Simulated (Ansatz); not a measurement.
Input and output for `CCCCCCCCCCCCO`.

```yaml
crystal:
  periodic: [false, false, false]
  atoms:
    - {symbol: C, position_ang: [-5.713495, 1.012412, -0.318929]}
    - {symbol: C, position_ang: [-4.473762, 0.197447, -0.689283]}
    - {symbol: C, position_ang: [-3.633785, -0.212419, 0.525666]}
    - {symbol: C, position_ang: [-2.428739, -1.108731, 0.204163]}
    - {symbol: C, position_ang: [-1.387441, -0.503969, -0.752254]}
    - {symbol: C, position_ang: [-0.783275, 0.836266, -0.304225]}
    - {symbol: C, position_ang: [-0.099541, 0.821614, 1.072978]}
    - {symbol: C, position_ang: [1.031142, -0.204249, 1.238824]}
    - {symbol: C, position_ang: [2.198896, -0.034430, 0.261896]}
    - {symbol: C, position_ang: [3.350425, -1.013608, 0.519427]}
    - {symbol: C, position_ang: [4.499222, -0.944075, -0.492242]}
    - {symbol: C, position_ang: [5.262767, 0.374736, -0.492389]}
    - {symbol: O, position_ang: [6.349146, 0.255404, -1.395643]}
    - {symbol: H, position_ang: [-5.437005, 1.947714, 0.212043]}
    - {symbol: H, position_ang: [-6.386573, 0.440790, 0.354417]}
    - {symbol: H, position_ang: [-6.301920, 1.299170, -1.214075]}
    - {symbol: H, position_ang: [-3.848513, 0.782591, -1.398754]}
    - {symbol: H, position_ang: [-4.778635, -0.717647, -1.245774]}
    - {symbol: H, position_ang: [-4.289055, -0.745039, 1.250495]}
    - {symbol: H, position_ang: [-3.294558, 0.704519, 1.058671]}
    - {symbol: H, position_ang: [-2.797684, -2.062441, -0.234639]}
    - {symbol: H, position_ang: [-1.933721, -1.395714, 1.157511]}
    - {symbol: H, position_ang: [-1.841233, -0.367876, -1.757801]}
    - {symbol: H, position_ang: [-0.573827, -1.247054, -0.901920]}
    - {symbol: H, position_ang: [-0.056785, 1.171573, -1.075919]}
    - {symbol: H, position_ang: [-1.575363, 1.616679, -0.295700]}
    - {symbol: H, position_ang: [-0.861164, 0.644211, 1.863269]}
    - {symbol: H, position_ang: [0.305086, 1.838120, 1.276258]}
    - {symbol: H, position_ang: [0.625419, -1.236663, 1.144481]}
    - {symbol: H, position_ang: [1.421277, -0.138341, 2.278765]}
    - {symbol: H, position_ang: [2.567042, 1.014558, 0.320706]}
    - {symbol: H, position_ang: [1.843401, -0.167933, -0.784325]}
    - {symbol: H, position_ang: [2.942943, -2.048364, 0.523843]}
    - {symbol: H, position_ang: [3.749559, -0.848236, 1.546529]}
    - {symbol: H, position_ang: [4.118127, -1.128069, -1.521026]}
    - {symbol: H, position_ang: [5.233985, -1.751820, -0.287483]}
    - {symbol: H, position_ang: [4.579253, 1.211579, -0.781596]}
    - {symbol: H, position_ang: [5.608093, 0.594782, 0.551400]}
    - {symbol: H, position_ang: [6.810300, 1.112503, -1.417324]}
basis:
  gaussian: {orbitals: STO-3G}
magnetization: {spin_polarized: true, initial_magnetization: 2}
hamiltonian: {xc: {name: r2SCAN0}, dispersion: d3bj}
accuracy: high
scf: {omitted_lower_state_checks: [starts]}
```

```sh
$ ansatz run in.yaml --threads 6 --pin off --events-out ev --progress --plain --max-ram 7833MiB
```

Shortened log:

```
Warning: the engine holds no damping parameters fitted to this dispersion correction and functional, so the run takes those fitted to r2scan0 beside the three-body term, which d3bj leaves out (hamiltonian.dispersion, under Limitations)
Functional definition: r2SCAN0
2220 factors; integrals over basis functions are off by at most 2.9e-8 eV
mean field evaluation 1: about -14715.5352 eV, gradient 1.0e1 eV
mean field evaluation 2: about -14716.9350 eV, gradient 8.4e0 eV
mean field evaluation 4: about -14717.5000 eV, gradient 5.2e-1 eV
mean field evaluation 8: about -14717.4785 eV, gradient 1.1e-1 eV
mean field evaluation 16: about -14717.4786 eV, gradient 2.3e-4 eV
mean field -14717.47861367 eV, -540.8573631870 hartree, gradient 6.0e-8 eV, S^2 2.002256; 0 other end points of the search recorded, 0 dependent functions left out
reference -14717.47861550 eV, -540.8573632543 hartree; 54, 52 occupied and 37, 39 virtual orbitals, 2220 factors
Total energy: -14717.82805613 eV, -540.8702049605 hartree
Checks for a lower state left out: starts
```

Hardware: 6 threads of Intel Xeon 6975P-C on a shared host. Wall time 11 s, peak host memory 1.4 GiB.
